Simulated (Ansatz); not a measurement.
# Relative stability

The two ends of one reaction step of GeH$_{3}$SF, closed shell (PBE0-D4/def2-TZVP).

A:

Ge1  (-0.227, 0.077, 0.480)
F2  (1.255, -0.052, 1.385)
S3  (0.234, 0.655, -1.592)
H4  (0.630, -0.578, -1.947)
H5  (-1.029, 1.213, 1.117)
H6  (-0.863, -1.315, 0.558)
(Å)

B:

```xyz
6
angstrom
Ge -0.7385 0.0820 0.1450
F 1.5762 -0.2490 0.3505
S -0.4189 0.2652 -1.8712
H 1.4822 -0.1313 -0.5893
H -0.7840 1.2681 1.1225
H -1.1170 -1.2351 0.8424
```

Ansatz 0.2.0; basis: def2-TZVPP; cores frozen in the correlated methods. Filled d shells of the heavier atoms are correlated. The def2 sets are not built for correlating such inner shells, so the correlated values are less sure here. B3LYP uses VWN-RPA correlation.

**Question.** Which structure is lower at CCSD(T), and by how much? (Judge from chemistry; the value comes from the calculation.)

**Answer.** The calculation gives: A, by 156.7 kJ/mol (electronic energy, against the other). By their contacts, A is GeH₃SF ([F][GeH2][SH]) and B is a complex of GeH₂S ([S][GeH2]) + HF.

All methods give the same order:

```csv
method,E(B) − E(A) (kJ/mol)
SPW92,135.1
PBE-D4,135.9
BLYP-D4,137.7
r2SCAN-D4,151.9
B97M-V,152.5
PBE0-D4,148.5
B3LYP-D4,148.4
r2SCAN0-D4,157.2
BHLYP-D4,163.0
CAM-B3LYP-D4,159.2
wB97X-V,163.8
wB97M-V,152.5
B2PLYP,152.7
PBE-QIDH,158.0
RPA on PBE,157.1
HF,181.2
MP2,154.1
CCSD,163.2
CCSD(T),156.7
```

The T1 diagnostic stays at or below 0.015.

Labels in which every atom is bracketed show which atoms are joined, not bond orders.

For scale, one of the runs: CCSD(T)/def2-TZVPP, 163 basis functions, launched by `ansatz run in.yaml --threads 2 --pin off --events-out ev --progress --plain --max-ram 4352MiB`. The run took 42 s on 2 CPU threads of an Arm Neoverse V2 (shared host), with 1.2 GiB of host memory at its peak.
